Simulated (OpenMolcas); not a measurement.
V3+, Nb3+, Ta3+: d² down the group

```json
{
 "Program": "OpenMolcas",
 "Method": "SS-CASPT2, IPEA 0.25 Eh, imaginary shift 0.1 Eh",
 "Basis": "ANO-RCC-VQZP",
 "Scalar Hamiltonian": "DKH2, point nucleus",
 "Spin-orbit coupling": "RASSI with atomic mean-field integrals over the reference wave functions, term energies averaged over their components"
}
```

Active space for each ion: 2 electrons in 10 orbitals (d d); closed shells correlated by CASPT2: V3+ 3s 3p; Nb3+ 4s 4p; Ta3+ 5s 5p.

Computed levels in cm-1 above ³F₂:

| Level | V3+ | Nb3+ | Ta3+ |
| --- | --- | --- | --- |
| ³F₃ | 325 | 1072 | 5020 |
| ³F₄ | 744 | 2310 | 9270 |
| ¹D₂ | 10510 | 7920 | 10630 |
| ³P₀ | 13570 | 10330 | 11870 |
| ³P₁ | 13680 | 10750 | 14540 |
| ³P₂ | 13910 | 11610 | 18710 |
| ¹G₄ | 18450 | 14360 | 19270 |
| ¹S₀ | 42760 | 32030 | 35830 |
| weight of ³F in the lowest level (%) | 100 | 99 | 88 |

Mixed levels, with the weight of the term that names them: Ta3+ ¹D₂ (68 %).

Measured, with the error of the calculation in %. Measured levels: V3+ from Sugar and Corliss, J. Phys. Chem. Ref. Data 7, 1191 (1978).

```
Level           V3+
  ³F₃       325 (0)
  ³F₄    735 (+1.2)
  ¹D₂  10959 (-4.1)
  ³P₁  13239 (+3.3)
  ³P₂  13458 (+3.4)
  ¹G₄  18391 (+0.3)
  ¹S₀  42462 (+0.7)
```

The fine-structure level ³F₄ changes by a factor of 12.5 from V3+ to Ta3+.

Without spin-orbit coupling ¹D lies 10100, 6650, 4790 cm-1 above ³F in that order; the difference to the level ¹D₂, of either sign, comes from spin-orbit coupling, which also lowers the zero.

CASPT2 does not keep the components of a term degenerate, so their means are used; among the terms shown or strongly mixed into the levels shown the widest spread is 560 cm-1 (4d² ¹G, Nb3+). Active for correlation alone: 4d; no level in the range computed is led by a configuration that fills it, so any true level of that kind is missing (holds for V3+). Active for correlation alone: 5d; no level in the range computed is led by a configuration that fills it, so any true level of that kind is missing (holds for Nb3+). Active for correlation alone: 6d; no level in the range computed is led by a configuration that fills it, so any true level of that kind is missing (holds for Ta3+). Measured partners are found by configuration, term and J. A level has none where our copy of the source lacks it or the pairing is in doubt (some pairs that miss far off the trend of their configuration count as doubtful), and it then counts in no deviation. Only configurations of the active space appear.
